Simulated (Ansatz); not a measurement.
Reaction (cleavage of the Si–Si bond): `OCO[SiH2][SiH3]` + `BNCC=C` → `BN([SiH3])CC=C` + `OCO[SiH3]`

Isolated molecules relaxed with PBE0-D4/def2-TZVP in Ansatz; ΔE leaves out vibrations. CCSD(T)/CBS is the MP2 limit (def2-TZVPP, def2-QZVPP) plus CCSD(T) − MP2 in def2-TZVPP, frozen cores. Functionals use def2-TZVPP. B3LYP here is the variant with VWN-RPA as its local correlation; programs differ in this. HSE06 is defined as in plane-wave codes. One conformer a species, not always the lowest.

```
             level  ΔE (kJ/mol)  difference from CCSD(T)/CBS
       LDA (SPW92)        -18.9                         21.8
         revPBE-D4        -22.3                         18.4
           BLYP-D4        -32.9                          7.8
         r2SCAN-D4        -29.9                         10.8
            B97M-V        -29.2                         11.5
           PBE0-D4        -23.1                         17.6
          B3LYP-D4        -35.9                          4.8
        r2SCANh-D4        -31.2                          9.5
        r2SCAN0-D4        -33.1                          7.6
          HSE06-D4        -22.8                         17.9
          BHLYP-D4        -43.0                         -2.3
      CAM-B3LYP-D4        -39.1                          1.6
           ωB97X-V        -35.5                          5.2
            B2PLYP        -38.0                          2.7
          PBE-QIDH        -35.5                          5.2
               PBE        -11.8                         28.9
            revPBE         -8.0                         32.7
              BLYP        -22.3                         18.4
            r2SCAN        -28.7                         12.0
              PBE0        -19.0                         21.7
             B3LYP        -28.1                         12.6
           r2SCANh        -29.9                         10.8
           r2SCAN0        -31.6                          9.1
             HSE06        -19.0                         21.7
         CAM-B3LYP        -34.9                          5.8
           LC-ωPBE        -26.9                         13.8
RPA@PBE/def2-TZVPP        -44.5                         -3.8
       HF/def2-SVP        -41.1                         -0.4
      MP2/def2-SVP        -45.8                         -5.1
     CCSD/def2-SVP        -37.1                          3.6
  CCSD(T)/def2-SVP        -37.4                          3.3
     HF/def2-TZVPP        -46.3                         -5.6
    MP2/def2-TZVPP        -52.1                        -11.4
   CCSD/def2-TZVPP        -41.6                         -0.9
     HF/def2-QZVPP        -47.5                         -6.8
    MP2/def2-QZVPP        -52.1                        -11.4
SCS-MP2/def2-QZVPP        -52.0                        -11.3
      HF/CBS(def2)        -47.7                         -7.0
     MP2/CBS(def2)        -51.3                        -10.6
    CCSD/CBS(def2)        -40.8                         -0.1
       CCSD(T)/CBS        -40.7                            0
```

Largest T1 diagnostic among the species: 0.012.

The D4 term adds −7.7 kJ/mol with B3LYP and −4.1 kJ/mol with PBE0; it sums over pairs of atoms, weighted by their polarisabilities, and B3LYP, whose exchange is more repulsive, gets the larger term. From BLYP to BHLYP (50 % exact exchange), in def2-TZVPP and without D4, ΔE moves by −15.4 kJ/mol.

CCSD(T)/CBS has its own doubt, a few kJ/mol and more with outer-core shells, so smaller differences from it don't rank the levels.
